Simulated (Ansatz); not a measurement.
`F[SiH2][SiH3]` + `N[SiH](F)F` → `F[SiH2]N[SiH](F)F` + SiH₄ at 600 K and 1 bar (cleavage of the Si–Si bond).

Isolated molecules relaxed with PBE0-D4/def2-TZVP in Ansatz; ΔE leaves out vibrations. CCSD(T)/CBS is the MP2 limit (def2-TZVPP, def2-QZVPP) plus CCSD(T) − MP2 in def2-TZVPP, frozen cores. This one scheme is used for every species. Each species was taken in one conformer, which may not be the lowest.

| species | CCSD(T)/CBS energy (Eh) | H − E (kJ/mol) | S (J/(mol·K)) |
| --- | --- | --- | --- |
| `F[SiH2][SiH3]` | -681.00067 | 166.4 | 386.0 |
| `N[SiH](F)F` | -545.34917 | 153.9 | 375.0 |
| `F[SiH2]N[SiH](F)F` | -934.91965 | 205.6 | 482.9 |
| SiH₄ | -291.46306 | 108.7 | 242.3 |

H − E and S are ideal-gas, rigid-rotor, harmonic terms from PBE0-D4/def2-TZVP, for one conformer and one mirror image of each species. 1 Eh = 2625.50 kJ/mol, R = 8.31446 J/(mol·K).

Question: By hand: ΔE, ΔH, ΔS and ΔG.

Answer: ΔE = (-934.91965) + (-291.46306) − (-681.00067) − (-545.34917) = -0.03287 Eh = -86.3 kJ/mol. Δ(H − E) = 205.6 + 108.7 − 166.4 − 153.9 = -6.0, so ΔH = -92.3 kJ/mol. ΔS = 482.9 + 242.3 − 386.0 − 375.0 = -35.8 J/(mol·K). ΔG = -92.3 − 600 × (-35.8)/1000 = -70.8 kJ/mol.

Question: By hand: the equilibrium constant, and the temperature at which ΔG would vanish if ΔH and ΔS stayed fixed.

Answer: log₁₀ K = −ΔG/(RT ln 10) = 6.2. ΔG = 0 at ΔH/ΔS = 2578 K, far beyond where these terms or the molecules hold.

ΔH outweighs TΔS. A doubt of 5 kJ/mol in ΔE shifts log₁₀ K by 0.4 here. Other conformers and mirror images would add mixing entropy, several J/(mol·K) or more a flexible species. Modes under 60 cm⁻¹, often nearly free rotors, make the harmonic entropy too high. These are equilibria of isolated gas molecules and say nothing of rates. Largest T1 diagnostic: 0.012 (customary marks: 0.02 for closed shells, 0.045 for open ones).
